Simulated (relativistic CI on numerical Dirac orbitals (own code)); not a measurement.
**Slater and spin-orbit integrals, Ce²⁶⁺**

Computed by Dirac-Coulomb-Breit CI, KLI orbitals optimised for each configuration, model QED, unscaled Slater integrals (own radial code, finite nucleus).

Slater integrals F^k, G^k are unscaled and averaged over j, outside the closed core [Ar] 3d10; ζ comes from projecting the Hamiltonian with its Breit term on Σ l·s of the shell.

- 4s2 4p2: F^2(4p,4p) = 175230, ζ(4p) = 137400 cm⁻¹; <r>(4p) = 0.5877, <r^2>(4p) = 0.39 (bohr units).
- 4s 4p3: F^2(4p,4p) = 175210, G^1(4s,4p) = 229510, ζ(4p) = 137260 cm⁻¹; <r>(4s) = 0.5731, <r^2>(4s) = 0.3686, <r>(4p) = 0.5878, <r^2>(4p) = 0.3901 (bohr units).
- 4s2 4p 4d: ζ(4p) = 137710, F^2(4p,4d) = 171030, G^1(4p,4d) = 213810, G^3(4p,4d) = 136750, ζ(4d) = 16438 cm⁻¹; <r>(4p) = 0.5879, <r^2>(4p) = 0.3903, <r>(4d) = 0.5961, <r^2>(4d) = 0.4055 (bohr units).

Averages of the first 10 configurations, taken without configuration mixing, which lowers the lowest level and can move excited configurations by several eV; other configurations of the list can lie among them:

| Configuration | Parity | States | Average energy above the lowest level (eV) |
| --- | --- | --- | --- |
| 4s2 4p2 | even | 15 | 36.3 |
| 4s 4p3 | odd | 40 | 115.6 |
| 4s2 4p 4d | odd | 60 | 151.3 |
| 4p4 | even | 15 | 202.7 |
| 4s 4p2 4d | even | 300 | 227.1 |
| 4s2 4p 4f | even | 84 | 265.7 |
| 4s 4p2 4f | odd | 420 | 341.8 |
| 4p3 4d | odd | 200 | 310.8 |
| 4s 4p 4d2 | odd | 540 | 340.9 |
| 4s2 4d 4f | odd | 140 | 381.1 |
